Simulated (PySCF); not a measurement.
PySCF input (BP86/def2-SVP):

```python
from pyscf import gto, dft

mol = gto.M(
    atom='''
    Ga   -0.00000000   -0.00000000   -0.75169122
    Cl    0.00000000    0.00000000    1.37073104
    ''',
    basis='def2-svp',
    charge=1,
    spin=1,
    symmetry='C2v',
    verbose=4,
)

mf = dft.UKS(mol, xc='bp86')
mf.grids.level = 3
mf.conv_tol = 1e-9
mf.max_cycle = 100
mf.max_memory = 1500
mf.kernel()
if not mf.converged:
    mf = mf.newton()
    mf.kernel(mf.make_rdm1())
mf.dip_moment()
```

Output:

```
PySCF version 2.14.0

[INPUT] verbose = 4
[INPUT] num. atoms = 2
[INPUT] num. electrons = 47
[INPUT] charge = 1
[INPUT] spin (= nelec alpha-beta = 2S) = 1
[INPUT] symmetry C2v subgroup None
[INPUT] Mole.unit = angstrom
[INPUT] Symbol           X                Y                Z      unit          X                Y                Z       unit  Magmom
[INPUT]  1 Ga     0.000000000000   0.000000000000  -0.751691220000 AA    0.000000000000   0.000000000000  -1.420490536040 Bohr   0.0
[INPUT]  2 Cl     0.000000000000   0.000000000000   1.370731040000 AA    0.000000000000   0.000000000000   2.590306256040 Bohr   0.0

nuclear repulsion = 131.395337963917
point group symmetry = Coov, use subgroup C2v
symmetry origin: [ 0.00000000e+00  0.00000000e+00 -5.51170132e-09]
symmetry axis x: [1. 0. 0.]
symmetry axis y: [0. 1. 0.]
symmetry axis z: [0. 0. 1.]
num. orbitals of irrep A1 = 24
num. orbitals of irrep A2 = 4
num. orbitals of irrep B1 = 11
num. orbitals of irrep B2 = 11
number of shells = 20
number of NR pGTOs = 110
number of NR cGTOs = 50
basis = def2-svp
ecp = {}

******** <class 'pyscf.dft.uks_symm.SymAdaptedUKS'> ********
method = SymAdaptedUKS
initial guess = minao
damping factor = 0
level_shift factor = 0
DIIS = <class 'pyscf.scf.diis.CDIIS'>
diis_start_cycle = 1
diis_space = 8
diis_damp = 0
SCF conv_tol = 1e-09
SCF conv_tol_grad = None
SCF max_cycles = 100
direct_scf = True
direct_scf_tol = 1e-13
number electrons alpha = 24  beta = 23
XC library pyscf.dft.libxc version 7.1.2
    S. Lehtola, C. Steigemann, M. J. T. Oliveira, and M. A. L. Marques,  SoftwareX 7, 1–5 (2018)
XC functionals = bp86
    A. D. Becke,  Phys. Rev. A 38, 3098 (1988)
    J. P. Perdew,  Phys. Rev. B 33, 8822 (1986)
    J. P. Perdew,  Phys. Rev. B 34, 7406–7406 (1986)
radial grids:
    Treutler-Ahlrichs [JCP 102, 346 (1995); DOI:10.1063/1.469408] (M4) radial grids

becke partition: Becke, JCP 88, 2547 (1988); DOI:10.1063/1.454033
pruning grids: <function nwchem_prune>
grids dens level: 3
symmetrized grids: C2v
atomic radii adjust function: <function treutler_atomic_radii_adjust>
small_rho_cutoff = 0
Freeze 0 electrons in irreps []
    47 free electrons in irreps A1 A2 B1 B2
Set gradient conv threshold to 3.16228e-05
tot grids = 39784
init E= -2384.53595508263
alpha HOMO (A1) = -0.246567073044809  LUMO (B2) = -0.0827425278714977
beta  HOMO (B1) = -0.355081846808265  LUMO (A1) = -0.246567073044809

WARN: HOMO -0.246567073044809 >= LUMO -0.246567073044809

WARN: alpha-A1 HOMO -0.246567073044809 > system LUMO -0.246567073044809

WARN: beta-A1 LUMO -0.246567073044809 < system HOMO -0.246567073044809

cycle= 1 E= -2384.5588406194  delta_E= -0.0229  |g|= 0.531  |ddm|= 1.26
alpha HOMO (B1) = -0.487646487376112  LUMO (B2) = -0.386715289368628
beta  HOMO (B1) = -0.474355101207228  LUMO (B2) = -0.474355101207229

WARN: HOMO -0.474355101207228 >= LUMO -0.474355101207229

WARN: beta-B1 HOMO -0.474355101207228 > system LUMO -0.474355101207229

WARN: beta-B2 LUMO -0.474355101207229 < system HOMO -0.474355101207228

cycle= 2 E= -2383.27234798154  delta_E= 1.29  |g|= 1.49  |ddm|= 2.28
alpha HOMO (A1) = -0.534874152664687  LUMO (B2) = -0.345930997682443
beta  HOMO (B2) = -0.599276504661328  LUMO (A1) = -0.50087706782779
  HOMO = -0.534874152665  LUMO = -0.500877067828  gap/eV = 0.92511
cycle= 3 E= -2384.62237533798  delta_E= -1.35  |g|= 0.296  |ddm|= 2.01
alpha HOMO (B1) = -0.523365712270923  LUMO (B2) = -0.350943171102486
beta  HOMO (B2) = -0.518223530024243  LUMO (A1) = -0.488038289151505
  HOMO = -0.518223530024  LUMO = -0.488038289152  gap/eV = 0.82138
cycle= 4 E= -2384.65607261784  delta_E= -0.0337  |g|= 0.145  |ddm|= 0.58
alpha HOMO (A1) = -0.531446997875433  LUMO (B2) = -0.342931813074287
beta  HOMO (B2) = -0.531709904128589  LUMO (A1) = -0.490013291029994
  HOMO = -0.531446997875  LUMO = -0.49001329103  gap/eV = 1.12747
cycle= 5 E= -2384.67043334854  delta_E= -0.0144  |g|= 0.0225  |ddm|= 0.18
alpha HOMO (A1) = -0.530777493468148  LUMO (B1) = -0.341167261547487
beta  HOMO (B2) = -0.535954105967948  LUMO (A1) = -0.488515798781606
  HOMO = -0.530777493468  LUMO = -0.488515798782  gap/eV = 1.15000
cycle= 6 E= -2384.67079289493  delta_E= -0.00036  |g|= 0.008  |ddm|= 0.0323
alpha HOMO (A1) = -0.52979602602542  LUMO (B2) = -0.339488094604781
beta  HOMO (B1) = -0.535802817866839  LUMO (A1) = -0.48701359907571
  HOMO = -0.529796026025  LUMO = -0.487013599076  gap/eV = 1.16417
cycle= 7 E= -2384.67083620019  delta_E= -4.33e-05  |g|= 0.00178  |ddm|= 0.0141
alpha HOMO (A1) = -0.53003847233968  LUMO (B1) = -0.339694639869905
beta  HOMO (B1) = -0.535505314855453  LUMO (A1) = -0.487143346011345
  HOMO = -0.53003847234  LUMO = -0.487143346011  gap/eV = 1.16724
cycle= 8 E= -2384.67083937147  delta_E= -3.17e-06  |g|= 0.000231  |ddm|= 0.00441
alpha HOMO (A1) = -0.530047097809518  LUMO (B1) = -0.339666975995425
beta  HOMO (B2) = -0.535556453768273  LUMO (A1) = -0.487133749790762
  HOMO = -0.53004709781  LUMO = -0.487133749791  gap/eV = 1.16773
cycle= 9 E= -2384.67083943232  delta_E= -6.08e-08  |g|= 2.46e-05  |ddm|= 0.000495
alpha HOMO (A1) = -0.530047074554213  LUMO (B1) = -0.339662599707409
beta  HOMO (B1) = -0.535551210373798  LUMO (A1) = -0.487133133509104
  HOMO = -0.530047074554  LUMO = -0.487133133509  gap/eV = 1.16775
cycle= 10 E= -2384.67083943301  delta_E= -6.83e-10  |g|= 6.7e-06  |ddm|= 8.14e-05
alpha HOMO (A1) = -0.530046383618126  LUMO (B1) = -0.339661028837643
beta  HOMO (B1) = -0.535554759595172  LUMO (A1) = -0.487133383280756
  HOMO = -0.530046383618  LUMO = -0.487133383281  gap/eV = 1.16772
Extra cycle  E= -2384.67083943286  delta_E= 1.44e-10  |g|= 1.6e-05  |ddm|= 3.65e-05
converged SCF energy = -2384.67083943286  <S^2> = 0.75233279  2S+1 = 2.0023314

WARN: System has nonzero charge 1; the dipole moment is origin-dependent.
Location of origin: [0. 0. 0.]

Dipole moment(X, Y, Z, Debye):  0.00000,  0.00000, -2.96435
```

The dipole moment of an ion depends on the origin.
